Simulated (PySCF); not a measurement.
## 4,4-dimethyl-1-hexene (C=CCC(C)(C)CC, C8H16)

Molfile (atoms numbered from 1):
```
C8H16
     RDKit          3D

 24 23  0  0  0  0  0  0  0  0999 V2000
    2.8421   -1.0306    0.6012 C   0  0  0  0  0  0  0  0  0  0  0  0
    1.6932   -0.4068    0.8674 C   0  0  0  0  0  0  0  0  0  0  0  0
    0.9929    0.5436   -0.0502 C   0  0  0  0  0  0  0  0  0  0  0  0
   -0.3677    0.0531   -0.5999 C   0  0  0  0  0  0  0  0  0  0  0  0
   -0.1428   -1.1650   -1.4973 C   0  0  0  0  0  0  0  0  0  0  0  0
   -0.9782    1.1793   -1.4366 C   0  0  0  0  0  0  0  0  0  0  0  0
   -1.3283   -0.3545    0.5342 C   0  0  0  0  0  0  0  0  0  0  0  0
   -1.6172    0.6981    1.5940 C   0  0  0  0  0  0  0  0  0  0  0  0
    3.3645   -0.8787   -0.3495 H   0  0  0  0  0  0  0  0  0  0  0  0
    3.3050   -1.7118    1.3204 H   0  0  0  0  0  0  0  0  0  0  0  0
    1.2120   -0.5931    1.8362 H   0  0  0  0  0  0  0  0  0  0  0  0
    1.6482    0.7747   -0.9070 H   0  0  0  0  0  0  0  0  0  0  0  0
    0.8312    1.4989    0.4810 H   0  0  0  0  0  0  0  0  0  0  0  0
    0.3221   -1.9916   -0.9384 H   0  0  0  0  0  0  0  0  0  0  0  0
    0.5190   -0.9173   -2.3428 H   0  0  0  0  0  0  0  0  0  0  0  0
   -1.0974   -1.5267   -1.9118 H   0  0  0  0  0  0  0  0  0  0  0  0
   -1.1317    2.0947   -0.8445 H   0  0  0  0  0  0  0  0  0  0  0  0
   -1.9528    0.8772   -1.8523 H   0  0  0  0  0  0  0  0  0  0  0  0
   -0.3193    1.4397   -2.2803 H   0  0  0  0  0  0  0  0  0  0  0  0
   -2.2784   -0.6685    0.0670 H   0  0  0  0  0  0  0  0  0  0  0  0
   -0.9292   -1.2603    1.0226 H   0  0  0  0  0  0  0  0  0  0  0  0
   -0.7112    0.9880    2.1490 H   0  0  0  0  0  0  0  0  0  0  0  0
   -2.3401    0.3178    2.3318 H   0  0  0  0  0  0  0  0  0  0  0  0
   -2.0464    1.6146    1.1606 H   0  0  0  0  0  0  0  0  0  0  0  0
  1  2  2  0
  2  3  1  0
  3  4  1  0
  4  5  1  0
  4  6  1  0
  4  7  1  0
  7  8  1  0
  1  9  1  0
  1 10  1  0
  2 11  1  0
  3 12  1  0
  3 13  1  0
  5 14  1  0
  5 15  1  0
  5 16  1  0
  6 17  1  0
  6 18  1  0
  6 19  1  0
  7 20  1  0
  7 21  1  0
  8 22  1  0
  8 23  1  0
  8 24  1  0
M  END
```

Computed, not measured: quadratic response CAM-B3LYP/aug-cc-pVDZ first hyperpolarisability, Taylor convention, gas phase (PySCF). Geometry: PBE0-D3(BJ)/def2-SVP.

Question: What is the first hyperpolarisability, and how does it disperse?

Answer: In au, Taylor convention; the vector part is βᵢ = ⅓ Σⱼ (βᵢⱼⱼ + βⱼᵢⱼ + βⱼⱼᵢ); β∥ is 3/5 of the vector part along the dipole, the dipole points from − to +:
```tsv
process	λ (nm)	β vector norm	β∥	β HRS	depolarisation ratio
static β(0;0,0)	∞	72.1	39.9	32.2	4.00
second harmonic β(−2ω;ω,ω)	1907	77.0	42.8	34.1	4.06
Pockels β(−ω;ω,0)	1907	73.7	40.8	–	–
second harmonic β(−2ω;ω,ω)	1064	89.6	50.3	39.1	4.21
Pockels β(−ω;ω,0)	1064	77.3	43.0	–	–
```

Question: Which lowest excitations, dipole and polarisabilities go with it?

Answer: S1 6.57 eV (f = 0.023); S2 6.90 eV (f = 0.166); S3 7.02 eV (f = 0.140); dipole 0.39 D; isotropic α 100.7 au static, 101.0 au at 1907 nm, 101.5 au at 1064 nm, 101.7 au at 953.5 nm, 104.2 au at 532 nm.
